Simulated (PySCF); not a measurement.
C2H9ClOSi2. Atoms are numbered in the order given.

```xyz
15

O     -2.6380     0.1152     0.6595
C     -2.2289     1.3166     0.0619
C     -0.9603     1.0353    -0.7218
Si     0.3493     0.1427     0.3072
Si     2.4909     0.4902    -0.5786
Cl     0.0831    -1.9222     0.2549
H     -3.3627     0.2952     1.2655
H     -3.0093     1.7254    -0.6117
H     -2.0199     2.0976     0.8210
H     -1.1779     0.3987    -1.5959
H     -0.5330     1.9759    -1.1084
H      0.2849     0.5904     1.7307
H      3.5176    -0.2528     0.2131
H      2.5260     0.0065    -1.9938
H      2.8384     1.9479    -0.5709
```

Coordinates come from a PBE0-D3(BJ)/def2-SVP optimisation. The structure was generated by enumeration; whether it is a known compound was not checked. One conformer was computed; it need not be the lowest.

Level of theory: PBE/def2-TZVP (PySCF).

ESP charges are fitted to the potential on shells at 1.4 to 2.0 van der Waals radii. Atomic charges (e):

```tsv
atom	ESP fit	Mulliken
O1	-0.55	-0.40
C2	0.15	-0.09
C3	-0.17	-0.26
Si4	0.22	?
Si5	-0.02	-0.01
Cl6	-0.15	?
H7	0.39	0.30
H8	0.01	?
H9	0.02	?
H10	0.11	0.12
H11	0.07	0.12
H12	-0.04	?
H13	-0.01	?
H14	-0.02	?
H15	-0.01	?
```

Task: What belongs in the gaps? (An estimate is asked for; the answer gives what the named calculation found.)

Result: 
- Si4, Mulliken: 0.32
- Cl6, Mulliken: -0.23
- H8, Mulliken: 0.10
- H9, Mulliken: 0.09
- H12, Mulliken: -0.03
- H13, Mulliken: -0.01
- H14, Mulliken: -0.01
- H15, Mulliken: -0.02

Computed Mayer and Wiberg (Löwdin basis) orders of the bonds:
```
bond     Mayer  Wiberg
-------  -----  ------
O1–C2     1.09    1.61
C2–C3     1.01    1.29
C3–Si4    0.96    1.13
Si4–Si5   0.95    1.12
Si4–Cl6   1.14    1.78
O1–H7     0.90    1.02
C2–H8     0.94    0.88
C2–H9     0.95    0.87
C3–H10    0.92    0.83
C3–H11    0.92    0.83
Si4–H12   0.91    0.89
Si5–H13   0.94    0.96
Si5–H14   0.94    0.96
Si5–H15   0.93    0.96
```
